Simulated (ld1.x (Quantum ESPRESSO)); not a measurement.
**Pseudopotential generation for Ni (Z = 28): TM, Wu–Cohen, non-relativistic.**

```
Element                 : Ni (Z = 28)
Generator               : ld1.x (Quantum ESPRESSO) 7.5
Type                    : norm-conserving Troullier–Martins (Kleinman–Bylander form)
Functional              : Wu–Cohen
Relativity              : non-relativistic
Frozen core             : [Ar]
Valence charge          : 10
Reference configuration : 3d8 4s2 4p0
Partial waves           : 4s (bound): rc 1.75 bohr; 4p (bound, empty): rc 2.00 bohr; 3d (bound): rc 0.80 bohr
Local potential         : all-electron potential smoothed inside 1.70 bohr (lloc = -1)
Core correction         : Bessel-smoothed model core, default radius (core density twice the valence density)
```

Results:

* Cutoffs needed: 300 Ry and over 300 Ry (the cutoffs (Ry, on a coarse ladder) from which the occupation-weighted sum of valence levels, in a spherical-Bessel basis at the reference potential, stays within 10 and 1 mRy of its value at 400 Ry)
* Ghost test: no extra level below or beside the all-electron valence levels (s, p, d, f tested) (spherical-Bessel basis up to 400 Ry, 20 bohr box)
* Configuration tests: 2 of 7 tests not solved or not reliable

Generation and tests took about 1.4 s on one core of a shared server CPU.
